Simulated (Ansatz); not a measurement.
`[OH][GeH]([SiH3])[SiH3]` and `[OH][GeH]([OH])[SiH3]` differ in one atom or group.

Ansatz, PBE0-D4/def2-TZVP geometries, multiplicity 1. Each molecule was computed in one conformer, which needn't be the lowest.

Scalar relativity is left out up to krypton.

```csv
property,`[OH][GeH]([SiH3])[SiH3]`
HOMO energy (PBE0/def2-TZVPP) / eV,-7.58
LUMO energy (PBE0/def2-TZVPP) / eV,-0.68
HOMO energy (PBE/def2-TZVPP) / eV,-6.37
size of the dipole moment (ωB97M-V/def2-TZVPP) / D,1.20
HOMO–LUMO gap (ωB97M-V/def2-TZVPP) / eV,10.66
LUMO energy (ωB97M-V/def2-TZVPP) / eV,1.07
```

(1) What does the change do to each property? (An estimate is asked.)

## Answers

(1) Computed: 
```
                                          property  `[OH][GeH]([OH])[SiH3]`  shift
                HOMO energy (PBE0/def2-TZVPP) / eV                    -7.93  -0.35
                LUMO energy (PBE0/def2-TZVPP) / eV                    -0.37   0.31
                 HOMO energy (PBE/def2-TZVPP) / eV                    -6.63  -0.26
size of the dipole moment (ωB97M-V/def2-TZVPP) / D                     2.64   1.44
           HOMO–LUMO gap (ωB97M-V/def2-TZVPP) / eV                    11.35   0.69
             LUMO energy (ωB97M-V/def2-TZVPP) / eV                     1.32   0.25
```

With PBE0 the HOMO falls by 0.35 eV and the LUMO rises by 0.31 eV, so the gap widens by about 0.66 eV. PBE moves the HOMO by -0.26 eV and ωB97M-V by -0.44 eV. The zero-point energy changes by -28.7 kJ/mol with -6 modes. Dipoles are sizes alone; their direction can turn.
